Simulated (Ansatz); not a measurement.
Calculated with Ansatz (gas phase, PBE0-D4/def2-TZVP geometries, no zero-point term in ΔE). CCSD(T)/CBS is the MP2 limit (def2-TZVPP, def2-QZVPP) plus CCSD(T) − MP2 in def2-TZVPP, frozen cores. This one scheme is used for every species, atoms too. DFT in def2-TZVPP. B3LYP here is the variant with VWN-RPA as its local correlation; programs differ in this. Open shells (•) are unrestricted, without spin–orbit coupling. Spin–orbit coupling would lower the free atoms: a little for F, O, Si; clearly for Ge. For Ge outer-core shells are correlated without core-valence functions, so the limit isn't a true one: a few kJ/mol of doubt a bond, and 10 to 20 or more in all where bonds break to atoms. Scalar relativity is left out up to krypton. One conformer a species, not always the lowest.

`[OH][GeH2][NH][SiH](O)F` → F• + Ge• + 6 H• + N• + 2 O• + Si•  (atomization)

| level | ΔE (kJ/mol) | difference from CCSD(T)/CBS |
| --- | --- | --- |
| PBE-D4 | 4386.1 | -1.8 |
| r2SCAN-D4 | 4346.4 | -41.5 |
| PBE0-D4 | 4288.0 | -99.9 |
| B3LYP-D4 | 4327.1 | -60.8 |
| ωB97X-V | 4375.5 | -12.4 |
| ωB97M-V | 4358.0 | -29.9 |
| B2PLYP | 4300.5 | -87.4 |
| PBE | 4356.9 | -31.0 |
| r2SCAN | 4339.3 | -48.6 |
| PBE0 | 4263.2 | -124.7 |
| B3LYP | 4279.9 | -108.0 |
| HF/def2-TZVPP | 3029.5 | -1358.4 |
| MP2/def2-TZVPP | 4354.8 | -33.1 |
| SCS-MP2/def2-TZVPP | 4328.2 | -59.7 |
| CCSD/def2-TZVPP | 4184.0 | -203.9 |
| CCSD(T)/def2-TZVPP | 4254.1 | -133.8 |
| HF/def2-QZVPP | 3040.8 | -1347.1 |
| MP2/def2-QZVPP | 4435.6 | 47.7 |
| SCS-MP2/def2-QZVPP | 4420.3 | 32.4 |
| HF/CBS(def2) | 3042.5 | -1345.4 |
| MP2/CBS(def2) | 4488.7 | 100.8 |
| CCSD/CBS(def2) | 4317.8 | -70.1 |
| CCSD(T)/CBS | 4387.9 | 0 |

Largest T1 diagnostic among the species: 0.012.

In def2-TZVPP, CCSD(T) changes the Hartree–Fock value by +1224.5 kJ/mol (the triples alone add +70.1 kJ/mol) and MP2 by +1325.3 kJ/mol; breaking electron pairs costs correlation energy, which Hartree–Fock lacks. The D4 term adds +47.2 kJ/mol with B3LYP and +24.8 kJ/mol with PBE0; it sums over pairs of atoms, weighted by their polarisabilities, and B3LYP, whose exchange is more repulsive, gets the larger term.

For atomizations the MP2-based limit and the directly extrapolated one differ by several kJ/mol either way, and by 10 to 25 for some Ge, Se and Sn compounds, so smaller differences from it don't rank the levels.
